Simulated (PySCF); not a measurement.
## Effect of structural changes

Method: TDDFT CAM-B3LYP/aug-cc-pVDZ excited states, vertical, gas phase (PySCF 2.14.0). Geometry: PBE0-D3(BJ)/def2-SVP.

Each molecule in one low-energy conformer.

Question: How does the largest two-photon cross section among the few lowest singlets (linear parallel light, single beam, Lorentzian half width 0.1 eV, states within 0.08 eV summed) change along this series?
- Cc1ccc(CO)cc1 (H on C replaced by CH2OH)
- Cc1ccc(F)cc1 (H on C replaced by F)
- Cc1ccc([S@@](C)=O)cc1 (H on C replaced by SOCH3)

Answer: 
| molecule | S1 (eV) | f(S1) | largest σ (GM) | at photon λ (nm) |
| --- | --- | --- | --- | --- |
| Cc1ccc(CO)cc1 | 5.23 | 0.004 | 2.3 | 383 |
| Cc1ccc(F)cc1 | 5.23 | 0.021 | 2.1 | 368 |
| Cc1ccc([S@@](C)=O)cc1 | 5.20 | 0.005 | 5.7 | 411 |

The largest two-photon cross section among the few lowest singlets (linear parallel light, single beam, Lorentzian half width 0.1 eV, states within 0.08 eV summed) is lowest for Cc1ccc(F)cc1 and highest for Cc1ccc([S@@](C)=O)cc1.
